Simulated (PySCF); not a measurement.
Nuclear quadrupole coupling in `CC1=NN([SiH3])C[C@@H]1[SiH3]`

Compound: C₄H₁₂N₂Si₂.
Geometry (GFN2-xTB, Å), atoms numbered from 1 in this order:
```
atom  x, y, z in Å
C1    -1.2831    2.1298    0.4540
C2    -0.3630    0.9908    0.2166
N3     0.7811    1.1206   -0.3217
N4     1.4050   -0.0803   -0.4368
Si5    3.0355   -0.2104   -0.9763
C6     0.6055   -1.1401    0.1806
C7    -0.7084   -0.4422    0.5613
Si8   -2.2153   -1.0759   -0.4245
H9    -2.1789    2.0236   -0.1587
H10   -1.5917    2.1555    1.4990
H11   -0.7862    3.0620    0.2010
H12    3.0879   -1.4253   -1.7983
H13    3.2879    1.0162   -1.7144
H14    3.9764   -0.3748    0.1441
H15    0.4778   -1.9555   -0.5378
H16    1.1304   -1.5429    1.0551
H17   -0.9074   -0.5259    1.6336
H18   -2.0224   -0.7701   -1.8415
H19   -3.4234   -0.4204    0.0812
H20   -2.3128   -2.5239   -0.2292
```

Field gradients from the PBE0/pcSseg-1 density (PySCF, non-relativistic), principal values in atomic units, ordered |Vxx| ≤ |Vyy| ≤ |Vzz|:

```json
{"atom": "N3", "Vxx": "0.4839", "Vyy": "0.6891", "Vzz": "-1.1731"}
{"atom": "N4", "Vxx": "0.2457", "Vyy": "0.9600", "Vzz": "-1.2057"}
```

Q: Find the asymmetry η = (Vxx − Vyy)/Vzz and the couplings χ = eQV/h (234.96 MHz × Q in barn × V in au), with Q(14N) = 0.02044 b.

A: 
```csv
atom,environment,nucleus,η,χzz (MHz),χxx (MHz),χyy (MHz)
N3,C=N nitrogen,14N,0.17,-5.63,2.32,3.31
N4,silicon-bound nitrogen,14N,0.59,-5.79,1.18,4.61
```

The tensor is traceless: Vxx + Vyy + Vzz = 0.

Q: What is Vzz at N4 in SI units (1 au = 9.71736 × 10²¹ V/m²)?

A: -1.2057 au = -11.716 × 10²¹ V/m².

Q: And the gradient at the other heavy atoms, for which no coupling is worked out here?

A: 
```
atom                   environment  Vzz (au)     η
  C1                 methyl carbon     0.067  0.92
  C2                    C=N carbon    -0.151  0.97
 Si5                  SiH3 silicon     0.394  0.32
  C6  sp3 carbon bound to nitrogen     0.239  0.34
  C7   sp3 carbon bound to silicon     0.099  0.77
 Si8                  SiH3 silicon     0.133  0.19
```

Q: What couplings would deuterons (Q(2H) = 0.00286 b) have in place of the hydrogens, at this geometry?

A: 
| atom | bonded to | bond length (Å) | Vzz (au) | η | χzz (kHz) |
| --- | --- | --- | --- | --- | --- |
| H9 | C1 | 1.091 | 0.3088 | 0.04 | 207 |
| H10 | C1 | 1.090 | 0.3103 | 0.03 | 208 |
| H11 | C1 | 1.086 | 0.3148 | 0.01 | 212 |
| H12 | Si5 | 1.468 | 0.1577 | 0.04 | 106 |
| H13 | Si5 | 1.454 | 0.1688 | 0.01 | 113 |
| H14 | Si5 | 1.472 | 0.1541 | 0.03 | 104 |
| H15 | C6 | 1.094 | 0.2941 | 0.04 | 198 |
| H16 | C6 | 1.097 | 0.2909 | 0.04 | 195 |
| H17 | C7 | 1.094 | 0.3047 | 0.03 | 205 |
| H18 | Si8 | 1.462 | 0.1633 | 0.01 | 110 |
| H19 | Si8 | 1.464 | 0.1621 | 0.01 | 109 |
| H20 | Si8 | 1.464 | 0.1623 | 0.01 | 109 |

Isolated species at its GFN2-xTB geometry, gas phase. GFN2-xTB bond lengths can be off by several hundredths of an ångström, more for odd bonds, and the gradients follow them. The basis is small and wasn't made for field gradients, so the couplings can be 20 % off.
